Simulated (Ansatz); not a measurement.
The same path of CH5ClSi + H2O (11 atoms, charge 0, multiplicity 1) was run twice with different band settings. Lost on the way: Si1–C2, H6–O7. Made: Si1–O7, C2–H6.

Computed with UKS B3LYP/6-31G* in Ansatz 0.2.0.

Relaxed end points:

```xyz
11
Properties=species:S:1:pos:R:3
Si -0.115 -0.117 -1.010
C 0.220 -1.404 0.309
H -1.425 0.561 -0.856
H 0.976 0.875 -1.162
Cl -0.224 -1.096 -2.872
H 0.627 2.331 1.132
O -0.040 1.687 1.415
H 1.166 -1.921 0.116
H -0.577 -2.155 0.330
H 0.274 -0.916 1.286
H -0.882 2.156 1.312
```

```xyz
11
Properties=species:S:1:pos:R:3
Si -0.776 1.271 -1.671
C 0.905 -1.262 1.612
H -1.650 2.375 -2.106
H 0.633 1.454 -2.099
Cl -1.419 -0.471 -2.618
H 1.224 -0.236 1.828
O -0.933 1.178 -0.032
H 1.370 -1.931 2.342
H 1.223 -1.552 0.606
H -0.182 -1.350 1.699
H -0.394 0.525 0.438
```

Common settings: spring 5.0 eV/Å²; optimiser quadratic models (default); start path through a guess of the saddle point; force threshold 0.03 eV/Å; iteration limit 60; end points relaxed.

| run | movable images | climbing image |
| --- | --- | --- |
| 1 | 5 | yes |
| 2 | 4 | no |

(1) What does each run give, and how far can it be trusted?

Results:

(1) Run 1: converged after 36 iterations, highest image 2.113 eV above the first end. Beside the main top the profile has a ripple of under 15 meV (maxima at images 1, 3), which may be a very shallow well or noise. Neighbouring images differ by up to 3.0 eV, so the band resolves the path poorly. A vibrational analysis at the climbing image gives one clearly imaginary mode, 1335i cm⁻¹: a first-order saddle point.
Run 2: converged after 54 iterations, highest image 0.139 eV above the first end. Neighbouring images differ by up to 1.2 eV, so the band resolves the path poorly. No image climbed, so the highest image needn't sit at the top of the path. A band with more images between the same ends climbed to 2.11 eV, so this one has probably stepped over the top.
The orbitals stay closed-shell, which can raise the energy where a bond breaks towards radicals; this wasn't checked here.
